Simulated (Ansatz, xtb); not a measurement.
C2H10N2Si: 3 structures ranked

3 gas-phase structures of C2H10N2Si, from a drawn sample of its isomers (lower ones may exist). Each was relaxed with GFN2-xTB; where two conformers were screened, the lower at r2SCAN-D4/def2-SVP is listed:

A. `CC[SiH](N)N`, a singlet
B. `C[Si](C)(N)N`, a singlet
C. `CN[SiH2]NC`, a singlet

Question: Estimate their order in r2SCAN-D4/def2-SVP energy at these geometries, lowest first.

Answer: Calculated order at r2SCAN-D4/def2-SVP: B (0.000), A (0.563), C (1.617) eV.

Energies above the lowest of each column, in eV; the last columns are at PBE-D3(BJ)/def2-SVP geometries and were run for some of them only (a dash: not run or not comparable):

| structure | GFN2-xTB | HF/STO-3G | r2SCAN-D4/def2-SVP | PBE-D3(BJ)/def2-SVP | CCSD(T)/def2-SVP + ΔMP2/def2-TZVPP |
| --- | --- | --- | --- | --- | --- |
| B | 0.445 | 0.000 | 0.000 | 0.000 | 0.000 |
| A | 0.202 | 0.648 | 0.563 | 0.485 | 0.554 |
| C | 0.000 | 1.276 | 1.617 | – | – |

CCSD(T)/def2-SVP + ΔMP2/def2-TZVPP puts B lowest of those it was run on; GFN2-xTB picks C. Some further structures that were screened fall inside this span and aren't listed. Flexible structures stand in one conformer each, not always the lowest. Frequencies (GFN2-xTB) were run for A, B alone. ΔMP2 is the change of the MP2 energy from the smaller to the larger basis.

Programs: Ansatz 0.2.0, xtb 6.7.1.
